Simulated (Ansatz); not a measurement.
Ansatz (an electronic-structure program) job for Te(OSiH3)2 (H6O2Si2Te), SMILES [SiH3]O[Te]O[SiH3], B3LYP-D3(BJ)/def2-SVP. 

Ansatz 0.2 input:
```yaml
crystal:
  periodic: [false, false, false]
  atoms:
    - {symbol: Te, position_ang: [0.60424089, -0.04351384, 0.88411987]}
    - {symbol: O, position_ang: [0.29696450, -1.55486177, -0.32290530]}
    - {symbol: Si, position_ang: [-0.83414311, -1.88256437, -1.44856267]}
    - {symbol: H, position_ang: [-2.18373962, -1.76709952, -0.88519558]}
    - {symbol: H, position_ang: [-0.43556357, -3.25619080, -1.72957680]}
    - {symbol: H, position_ang: [-0.69139112, -0.97553881, -2.58618331]}
    - {symbol: O, position_ang: [0.24919487, 1.37615275, -0.42194960]}
    - {symbol: Si, position_ang: [-1.16409077, 2.08487784, -0.83447998]}
    - {symbol: H, position_ang: [-2.15350439, 1.09626575, -1.26658688]}
    - {symbol: H, position_ang: [-0.66562766, 2.93805004, -1.90443294]}
    - {symbol: H, position_ang: [-1.68470053, 2.82451613, 0.31917886]}
basis:
  gaussian:
    orbitals: def2-SVP
hamiltonian:
  xc: b3lyp
  dispersion: d3bj
relax: {f_tol: 0.002, max_steps: 200}
```

Program output:

```
WARN ansatz: RAYON_NUM_THREADS=1 ignored (pool sized by the plan → 1); use --threads N
Functional definition: B3LYP
integrals: 0.09 GiB planned
1317 factors; integrals over basis functions are off by at most 5.4e-4 eV
mean field: 0.68 GiB planned
mean field evaluation 1: about -27226.5866 eV, gradient 7.1e1 eV
mean field evaluation 2: about -27187.9757 eV, gradient 1.5e2 eV
mean field evaluation 4: about -27235.8093 eV, gradient 6.9e0 eV
mean field evaluation 8: about -27235.9043 eV, gradient 2.2e-1 eV
mean field evaluation 16: about -27235.9044 eV, gradient 2.6e-5 eV
mean field -27235.90441508 eV, -1000.9010260952 hartree, gradient 2.6e-5 eV, S^2 0.000000; 0 other end points of the search recorded, 0 dependent functions left out
the calculation of the forces begins
reference -27235.90471490 eV, -1000.9010371132 hartree; 37, 37 occupied and 83, 83 virtual orbitals, 1317 factors
relax step   1: F+E_penalty+E_count = -27236.47907682 eV  Δ(F+E_penalty+E_count) = +0.000e0 eV  max|allowed force component| = 1.253e0 eV/Å  Δτ_max = 0.0000 Å  (27 SCF iters, accepted)
these checks for a lower state are left out or cut short: starts, cluster_reference, orbital_swaps, neighbouring_geometries, increment
integrals: 0.09 GiB planned
1317 factors; integrals over basis functions are off by at most 5.9e-4 eV
mean field: 0.68 GiB planned
[...]
integrals: 0.09 GiB planned
1317 factors; integrals over basis functions are off by at most 6.6e-4 eV
mean field: 0.68 GiB planned
mean field evaluation 96: about -27236.2451 eV, gradient 8.5e-5 eV
mean field -27236.24505638 eV, -1000.9135444320 hartree, gradient 1.2e-5 eV, S^2 0.000000; 0 other end points of the search recorded, 0 dependent functions left out
the calculation of the forces begins
reference -27236.24536207 eV, -1000.9135556659 hartree; 37, 37 occupied and 83, 83 virtual orbitals, 1317 factors
relax step  13: F+E_penalty+E_count = -27236.79854289 eV  Δ(F+E_penalty+E_count) = -3.139e-4 eV  max|allowed force component| = 2.426e-2 eV/Å  Δτ_max = 0.0328 Å  (31 SCF iters, accepted)
these checks for a lower state are left out or cut short: starts, cluster_reference, orbital_swaps, neighbouring_geometries, increment
integrals: 0.09 GiB planned
1317 factors; integrals over basis functions are off by at most 6.8e-4 eV
mean field: 0.68 GiB planned
mean field -27236.24495930 eV, -1000.9135408645 hartree, gradient 1.2e-5 eV, S^2 0.000000; 0 other end points of the search recorded, 0 dependent functions left out
the calculation of the forces begins
reference -27236.24526483 eV, -1000.9135520924 hartree; 37, 37 occupied and 83, 83 virtual orbitals, 1317 factors
relax step  14: F+E_penalty+E_count = -27236.79876548 eV  Δ(F+E_penalty+E_count) = -2.226e-4 eV  max|allowed force component| = 1.812e-2 eV/Å  Δτ_max = 0.0566 Å  (31 SCF iters, accepted)
these checks for a lower state are left out or cut short: starts, cluster_reference, orbital_swaps, neighbouring_geometries, increment
integrals: 0.09 GiB planned
1317 factors; integrals over basis functions are off by at most 6.9e-4 eV
mean field: 0.68 GiB planned
mean field -27236.24443349 eV, -1000.9135215413 hartree, gradient 1.2e-5 eV, S^2 0.000000; 0 other end points of the search recorded, 0 dependent functions left out
the calculation of the forces begins
reference -27236.24473864 eV, -1000.9135327554 hartree; 37, 37 occupied and 83, 83 virtual orbitals, 1317 factors
relax step  15: F+E_penalty+E_count = -27236.79882509 eV  Δ(F+E_penalty+E_count) = -5.961e-5 eV  max|allowed force component| = 2.347e-2 eV/Å  Δτ_max = 0.0516 Å  (31 SCF iters, accepted)
these checks for a lower state are left out or cut short: starts, cluster_reference, orbital_swaps, neighbouring_geometries, increment
integrals: 0.09 GiB planned
1317 factors; integrals over basis functions are off by at most 6.9e-4 eV
mean field: 0.68 GiB planned
mean field -27236.24489090 eV, -1000.9135383509 hartree, gradient 2.3e-5 eV, S^2 0.000000; 0 other end points of the search recorded, 0 dependent functions left out
the calculation of the forces begins
reference -27236.24519611 eV, -1000.9135495668 hartree; 37, 37 occupied and 83, 83 virtual orbitals, 1317 factors
relax step  16: F+E_penalty+E_count = -27236.79892114 eV  Δ(F+E_penalty+E_count) = -9.605e-5 eV  max|allowed force component| = 1.442e-2 eV/Å  Δτ_max = 0.0048 Å  (25 SCF iters, accepted)
these checks for a lower state are left out or cut short: starts, cluster_reference, orbital_swaps, neighbouring_geometries, increment
integrals: 0.09 GiB planned
1317 factors; integrals over basis functions are off by at most 6.9e-4 eV
mean field: 0.68 GiB planned
mean field -27236.24498976 eV, -1000.9135419839 hartree, gradient 2.2e-5 eV, S^2 0.000000; 0 other end points of the search recorded, 0 dependent functions left out
the calculation of the forces begins
reference -27236.24529483 eV, -1000.9135531950 hartree; 37, 37 occupied and 83, 83 virtual orbitals, 1317 factors
relax step  17: F+E_penalty+E_count = -27236.79898229 eV  Δ(F+E_penalty+E_count) = -6.114e-5 eV  max|allowed force component| = 3.570e-3 eV/Å  Δτ_max = 0.0087 Å  (25 SCF iters, accepted)
these checks for a lower state are left out or cut short: starts, cluster_reference, orbital_swaps, neighbouring_geometries, increment
integrals: 0.09 GiB planned
1317 factors; integrals over basis functions are off by at most 6.9e-4 eV
mean field: 0.68 GiB planned
mean field evaluation 128: about -27236.2449 eV, gradient 1.6e-1 eV
mean field -27236.24504160 eV, -1000.9135438888 hartree, gradient 1.2e-5 eV, S^2 0.000000; 0 other end points of the search recorded, 0 dependent functions left out
the calculation of the forces begins
reference -27236.24534652 eV, -1000.9135550945 hartree; 37, 37 occupied and 83, 83 virtual orbitals, 1317 factors
relax step  18: F+E_penalty+E_count = -27236.79903215 eV  Δ(F+E_penalty+E_count) = -4.987e-5 eV  max|allowed force component| = 4.451e-3 eV/Å  Δτ_max = 0.0267 Å  (32 SCF iters, accepted)
these checks for a lower state are left out or cut short: starts, cluster_reference, orbital_swaps, neighbouring_geometries, increment
integrals: 0.09 GiB planned
1317 factors; integrals over basis functions are off by at most 7.0e-4 eV
mean field: 0.68 GiB planned
mean field -27236.24501121 eV, -1000.9135427722 hartree, gradient 1.2e-5 eV, S^2 0.000000; 0 other end points of the search recorded, 0 dependent functions left out
the calculation of the forces begins
reference -27236.24531583 eV, -1000.9135539668 hartree; 37, 37 occupied and 83, 83 virtual orbitals, 1317 factors
relax step  19: F+E_penalty+E_count = -27236.79904760 eV  Δ(F+E_penalty+E_count) = -1.545e-5 eV  max|allowed force component| = 1.441e-2 eV/Å  Δτ_max = 0.0474 Å  (31 SCF iters, accepted)
these checks for a lower state are left out or cut short: starts, cluster_reference, orbital_swaps, neighbouring_geometries, increment
integrals: 0.09 GiB planned
1317 factors; integrals over basis functions are off by at most 7.0e-4 eV
mean field: 0.68 GiB planned
mean field -27236.24499861 eV, -1000.9135423091 hartree, gradient 1.0e-5 eV, S^2 0.000000; 0 other end points of the search recorded, 0 dependent functions left out
the calculation of the forces begins
reference -27236.24530327 eV, -1000.9135535050 hartree; 37, 37 occupied and 83, 83 virtual orbitals, 1317 factors
relax step  20: F+E_penalty+E_count = -27236.79907110 eV  Δ(F+E_penalty+E_count) = -2.350e-5 eV  max|allowed force component| = 5.761e-3 eV/Å  Δτ_max = 0.0078 Å  (24 SCF iters, accepted)
these checks for a lower state are left out or cut short: starts, cluster_reference, orbital_swaps, neighbouring_geometries, increment
integrals: 0.09 GiB planned
1317 factors; integrals over basis functions are off by at most 7.0e-4 eV
mean field: 0.68 GiB planned
mean field -27236.24500373 eV, -1000.9135424973 hartree, gradient 3.2e-5 eV, S^2 0.000000; 0 other end points of the search recorded, 0 dependent functions left out
the calculation of the forces begins
reference -27236.24530838 eV, -1000.9135536929 hartree; 37, 37 occupied and 83, 83 virtual orbitals, 1317 factors
relax step  21: F+E_penalty+E_count = -27236.79907731 eV  Δ(F+E_penalty+E_count) = -6.209e-6 eV  max|allowed force component| = 2.562e-3 eV/Å  Δτ_max = 0.0015 Å  (20 SCF iters, accepted)
these checks for a lower state are left out or cut short: starts, cluster_reference, orbital_swaps, neighbouring_geometries, increment
integrals: 0.09 GiB planned
1317 factors; integrals over basis functions are off by at most 7.0e-4 eV
mean field: 0.68 GiB planned
mean field -27236.24505758 eV, -1000.9135444761 hartree, gradient 5.5e-5 eV, S^2 0.000000; 0 other end points of the search recorded, 0 dependent functions left out
the calculation of the forces begins
reference -27236.24536225 eV, -1000.9135556724 hartree; 37, 37 occupied and 83, 83 virtual orbitals, 1317 factors
relax step  22: F+E_penalty+E_count = -27236.79907874 eV  Δ(F+E_penalty+E_count) = -1.434e-6 eV  max|allowed force component| = 6.860e-4 eV/Å  Δτ_max = 0.0021 Å  (21 SCF iters, accepted)
these checks for a lower state are left out or cut short: starts, cluster_reference, orbital_swaps, neighbouring_geometries, increment
integrals: 0.09 GiB planned
1317 factors; integrals over basis functions are off by at most 7.0e-4 eV
mean field: 0.68 GiB planned
mean field -27236.24500028 eV, -1000.9135423703 hartree, gradient 1.2e-5 eV, S^2 0.000000; 0 other end points of the search recorded, 0 dependent functions left out
the calculation of the forces begins
reference -27236.24530488 eV, -1000.9135535642 hartree; 37, 37 occupied and 83, 83 virtual orbitals, 1317 factors
relax step  23: F+E_penalty+E_count = -27236.79908158 eV  Δ(F+E_penalty+E_count) = -2.842e-6 eV  max|allowed force component| = 1.000e-3 eV/Å  Δτ_max = 0.0086 Å  (24 SCF iters, accepted)
these checks for a lower state are left out or cut short: starts, cluster_reference, orbital_swaps, neighbouring_geometries, increment
integrals: 0.09 GiB planned
1317 factors; integrals over basis functions are off by at most 7.0e-4 eV
mean field: 0.68 GiB planned
mean field evaluation 160: about -27236.2152 eV, gradient 3.7e-1 eV
mean field -27236.24498532 eV, -1000.9135418207 hartree, gradient 6.7e-6 eV, S^2 0.000000; 0 other end points of the search recorded, 0 dependent functions left out
the calculation of the forces begins
reference -27236.24528984 eV, -1000.9135530115 hartree; 37, 37 occupied and 83, 83 virtual orbitals, 1317 factors
relax step  24: F+E_penalty+E_count = -27236.79908263 eV  Δ(F+E_penalty+E_count) = -1.045e-6 eV  max|allowed force component| = 1.978e-3 eV/Å  Δτ_max = 0.0135 Å  (25 SCF iters, accepted)
integrals: 0.09 GiB planned
1317 factors; integrals over basis functions are off by at most 7.0e-4 eV
mean field: 0.68 GiB planned
mean field -27236.24498532 eV, -1000.9135418207 hartree, gradient 6.7e-6 eV, S^2 0.000000; 1 other end points of the search recorded, 0 dependent functions left out
the calculation of the forces begins
reference -27236.24528984 eV, -1000.9135530115 hartree; 37, 37 occupied and 83, 83 virtual orbitals, 1317 factors
Total energy: -27236.79938714 eV, -1000.9339157118 hartree
Atom 0 at     0.559953    -0.059582     0.881790 Å, force     0.000063     0.000125     0.001978 eV/Å
Atom 1 at     0.485731    -1.461890    -0.527819 Å, force     0.000637     0.000105    -0.000858 eV/Å
Atom 2 at    -0.841581    -1.996331    -1.407324 Å, force    -0.001305     0.000029    -0.000337 eV/Å
Atom 3 at    -2.107056    -1.716210    -0.665648 Å, force     0.000357     0.000007    -0.000170 eV/Å
Atom 4 at    -0.681747    -3.463209    -1.607236 Å, force     0.000123     0.000392    -0.000005 eV/Å
Atom 5 at    -0.891389    -1.320450    -2.733498 Å, force     0.000268    -0.000366     0.000287 eV/Å
Atom 6 at     0.384659     1.559363    -0.277306 Å, force    -0.000310    -0.000162    -0.000732 eV/Å
Atom 7 at    -1.074894     2.179784    -0.834787 Å, force    -0.001587     0.000319    -0.001610 eV/Å
Atom 8 at    -1.766999     1.192103    -1.713381 Å, force     0.000600     0.000877     0.001489 eV/Å
Atom 9 at    -0.749089     3.404544    -1.613115 Å, force    -0.000151    -0.000797     0.001160 eV/Å
Atom 10 at    -1.979950     2.521971     0.301751 Å, force     0.001306    -0.000530    -0.001202 eV/Å
Dipole moment:    -0.223427    -0.018411     0.306162 e Å
```

The run converged.

Cost: around 3 core-minutes (rough).
